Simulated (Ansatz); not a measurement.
Calculated with Ansatz (gas phase, PBE0-D4/def2-TZVP geometries, no zero-point term in ΔE). CCSD(T)/CBS is the MP2 limit (def2-TZVPP, def2-QZVPP) plus CCSD(T) − MP2 in def2-TZVPP, frozen cores. This one scheme is used for every species. DFT in def2-TZVPP. B3LYP here is the variant with VWN-RPA as its local correlation; programs differ in this. def2 core potentials past Kr. For Sn outer-core shells are correlated without core-valence functions, which leaves a few kJ/mol of doubt a bond. One conformer a species, not always the lowest.

Consider the formal exchange of groups at a C–C bond: `OC[CH2][SnH3]` + CH₃SH → `SC[CH2][SnH3]` + CH₃OH.

Q: Is it downhill or uphill in electronic energy at CCSD(T)/CBS, and by how much? (Best estimate.)

A: Ansatz gave: Uphill: ΔE = +10.2 kJ/mol.

Q: What do these levels give: r2SCAN-D4, B3LYP, MP2/def2-TZVPP, CCSD(T)/def2-TZVPP, SCS-MP2/def2-QZVPP, CCSD/CBS(def2)? (Best estimate.)

A: The calculation gave: r2SCAN-D4 12.8, B3LYP 13.4, MP2/def2-TZVPP 9.1, CCSD(T)/def2-TZVPP 10.8, SCS-MP2/def2-QZVPP 9.4, CCSD/CBS(def2) 11.0 kJ/mol.

Largest T1 diagnostic among the species: 0.012.

The D4 term adds −3.2 kJ/mol with B3LYP and −1.8 kJ/mol with PBE0; it sums over pairs of atoms, weighted by their polarisabilities, and B3LYP, whose exchange is more repulsive, gets the larger term.
